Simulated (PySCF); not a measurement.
# What a mistake does to a calculation on ClH2NSi

All numbers below are calculated, not measured. They come from PySCF 2.14.0, an open-source quantum chemistry program, on an isolated molecule that a program drew, which may never have been made. The molecule is ClH2NSi (charge 0, singlet), drawn as the SMILES string `N=[SiH]Cl`.

Each row is a Hartree-Fock (HF) and frozen-core CCSD(T) single point in the cc-pV(D+d)Z basis, meant for a local HF minimum. Run 1 is clean. Each other run has one planted mistake out of seven kinds, and not every kind appears here: one electron removed, one electron added, multiplicity raised by two, geometry at a saddle point, minimal basis STO-3G, one bond length entered in bohr, all coordinates scaled. The reference is restricted for singlets and unrestricted otherwise, and also for a bond in bohr. Adding or removing an electron swaps singlet and doublet. Electrons count all cores. HOMO and LUMO are orbital energies over both spins, the gradient is its largest component, and the lowest frequency (negative if imaginary) is given only where the gradient is small. Bond lengths are over the 4 bonds as drawn. T1 is the CCSD diagnostic: over 0.02 (restricted) or 0.045 (unrestricted) a single reference is doubtful.

Geometry of the clean run:
```xyz
5
ClH2NSi, angstrom
N    -1.1462   -0.8308    1.4476
Si   -1.9490    0.0972    0.4867
Cl   -2.8856    1.7507    1.1989
H    -0.6593   -1.6618    1.1699
H    -2.2029    0.0360   -0.9560
```

| run | electrons | basis functions | <S^2> | HOMO (eV) | LUMO (eV) | gradient (hartree/bohr) | lowest frequency (cm^-1) | mean bond (Å) | longest bond (Å) | T1 | HF (hartree) | CCSD(T) (hartree) | mistake |
|---|---|---|---|---|---|---|---|---|---|---|---|---|---|
| 1 | 40 | 70 | 0.000 | -10.51 | 2.28 | 1.9e-05 | 297 | 1.5141 | 2.029 | 0.0166 | -804.06509 | -804.50741 | no fault |
| 2 | 40 | 70 | 0.000 | -10.13 | 1.48 | 6.6e-02 | - | 1.6564 | 2.220 | 0.0211 | -804.02315 | -804.48328 | all coordinates scaled |
| 3 | 40 | 25 | 0.000 | -7.90 | 6.69 | 3.9e-02 | - | 1.5141 | 2.029 | 0.0159 | -795.03845 | -795.18291 | minimal basis STO-3G |
| 4 | 40 | 70 | 0.926 | -9.84 | 1.70 | 4.4e-02 | - | 1.7371 | 2.029 | 0.0674 | -803.93100 | -804.36103 | one bond length entered in bohr |
| 5 | 40 | 70 | 2.031 | -6.28 | -0.03 | 1.2e-01 | - | 1.5141 | 2.029 | 0.0152 | -803.95789 | -804.35529 | ? |
| 6 | 41 | 70 | 0.772 | 0.90 | 8.91 | 6.1e-02 | - | 1.5141 | 2.029 | 0.0147 | -804.00641 | -804.45199 | ? |

**Which mistake was planted in run 5, and what did it cost?**

Electrons, basis and geometry are unchanged, and <S^2> is 2.031, beside S(S+1) = 2.00 for a multiplicity of 3. So the mistake is: multiplicity raised by two. Subtracting run 1 and multiplying by 627.51 kcal/mol a hartree, the energy moved by 67.3 kcal/mol in HF and 95.5 kcal/mol in CCSD(T).

**Which mistake was planted in run 6, and what did it cost?**

It counts 41 electrons, one more than the clean run, at the same geometry and basis. So the mistake is: one electron added. Subtracting run 1 and multiplying by 627.51 kcal/mol a hartree, the energy moved by 36.8 kcal/mol in HF and 34.8 kcal/mol in CCSD(T).

Cautions from the logs. Run 2: T1 is over the limit, so its CCSD(T) energy is less reliable; run 4: T1 is over the limit, so its CCSD(T) energy is less reliable; run 6: the HOMO is above zero, so the electron isn't bound and the energy depends on the basis.
